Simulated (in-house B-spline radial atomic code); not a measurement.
C³⁺ is squeezed into an impenetrable sphere of radius R (the orbitals vanish at R). Level of theory: Dirac-Kohn-Sham LDA VWN5, spherical fractional occupations, Fermi nucleus of rms radius 2.4702 fm; calculated with a radial B-spline atomic code at the basis-set limit.

Energies in eV above the free ion in [He] 2s1:

```json
{"R (bohr)": "9.96", "highest level (eV)": "-55.9", "[He] 2s1": "0", "[He] 2p1": "7.823"}
{"R (bohr)": "6.38", "highest level (eV)": "-55.9", "[He] 2s1": "0", "[He] 2p1": "7.823"}
{"R (bohr)": "5.07", "highest level (eV)": "-55.9", "[He] 2s1": "0.0009341", "[He] 2p1": "7.825"}
{"R (bohr)": "4.57", "highest level (eV)": "-55.9", "[He] 2s1": "0.005015", "[He] 2p1": "7.831"}
{"R (bohr)": "3.72", "highest level (eV)": "-55.7", "[He] 2s1": "0.07726", "[He] 2p1": "7.922"}
{"R (bohr)": "3.16", "highest level (eV)": "-55.2", "[He] 2s1": "0.4184", "[He] 2p1": "8.275"}
{"R (bohr)": "2.77", "highest level (eV)": "-54.1", "[He] 2s1": "1.277", "[He] 2p1": "9.054"}
{"R (bohr)": "2.24", "highest level (eV)": "-49.1", "[He] 2s1": "5.433", "[He] 2p1": "12.36"}
{"R (bohr)": "1.73", "highest level (eV)": "-31.5", "[He] 2s1": "21.32", "[He] 2p1": "23.42"}
{"R (bohr)": "1.23", "highest level (eV)": "39.6", "[He] 2s1": "88.53", "[He] 2p1": "64.12"}
```

Problem. Does [He] 2p1 fall below [He] 2s1 under compression?

Solution. Yes, between R = 1.73 and 1.23 bohr the order changes (near 1.69 bohr by linear interpolation).

The highest level is first positive in the row R = 1.23 bohr, pushed up by confinement above the zero of the free ion's potential. Each configuration is held fixed and needn't be the lowest in the sphere.
